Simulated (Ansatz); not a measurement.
Total energies of `BS[SiH2]C`.

```json
{"atom": "B1", "x (Å)": "2.502", "y (Å)": "-0.112", "z (Å)": "-0.731"}
{"atom": "S2", "x (Å)": "1.007", "y (Å)": "-1.063", "z (Å)": "-0.644"}
{"atom": "Si3", "x (Å)": "-0.320", "y (Å)": "0.402", "z (Å)": "0.233"}
{"atom": "C4", "x (Å)": "-2.002", "y (Å)": "-0.379", "z (Å)": "0.417"}
{"atom": "H5", "x (Å)": "2.542", "y (Å)": "1.019", "z (Å)": "-0.350"}
{"atom": "H6", "x (Å)": "3.463", "y (Å)": "-0.652", "z (Å)": "-1.186"}
{"atom": "H7", "x (Å)": "0.231", "y (Å)": "0.811", "z (Å)": "1.550"}
{"atom": "H8", "x (Å)": "-0.370", "y (Å)": "1.587", "z (Å)": "-0.659"}
{"atom": "H9", "x (Å)": "-2.704", "y (Å)": "0.333", "z (Å)": "0.858"}
{"atom": "H10", "x (Å)": "-2.394", "y (Å)": "-0.689", "z (Å)": "-0.554"}
{"atom": "H11", "x (Å)": "-1.954", "y (Å)": "-1.257", "z (Å)": "1.064"}
```

Total charge 0; spin multiplicity 1. The structure was optimised at the PBE0-D4/def2-TZVP level. It is one conformer, not always the lowest. Basis def2-TZVPP, Ansatz.

RPA on PBE orbitals: Hartree–Fock energy of these orbitals -753.13831 Eh, correlation -1.05811 Eh (frozen core).

```
             functional                                       kind  energy without D4 (Eh)  D4 term (kJ/mol)
            LDA (SPW92)                                        LDA              -751.69735                 –
                    PBE                                        GGA              -754.50579             -23.0
                 revPBE                                        GGA              -754.78448             -66.4
                   BLYP                                        GGA              -754.88485             -50.2
                 r2SCAN                                   meta-GGA              -754.84158              -5.5
                 B97M-V                         meta-GGA with VV10              -754.77964                 –
                   PBE0         global hybrid, 25 % exact exchange              -754.58839             -19.4
                  B3LYP                        global hybrid, 20 %              -754.99176             -37.3
                r2SCANh                      meta-GGA hybrid, 10 %              -754.83721              -5.9
                r2SCAN0                      meta-GGA hybrid, 25 %              -754.83153              -6.6
HSE06 (plane-wave form)                            screened hybrid              -754.56936             -18.2
                  BHLYP                        global hybrid, 50 %              -754.90068             -29.7
              CAM-B3LYP                     range-separated hybrid              -754.91101             -19.9
                LC-ωPBE                long-range corrected hybrid              -754.69002                 –
                ωB97X-V       range-separated hybrid GGA with VV10              -754.81891                 –
                ωB97M-V  range-separated hybrid meta-GGA with VV10              -754.84690                 –
                 B2PLYP                              double hybrid              -754.62231                 –
               PBE-QIDH                              double hybrid              -754.41049                 –
```

B3LYP takes the VWN-RPA correlation (the form of Gaussian; ORCA's B3LYP/G). HSE06 is the plane-wave form, built on full-range PBE exchange. The double hybrids freeze the cores in their second-order part.

LC-ωPBE has ω = 0.4 bohr⁻¹.
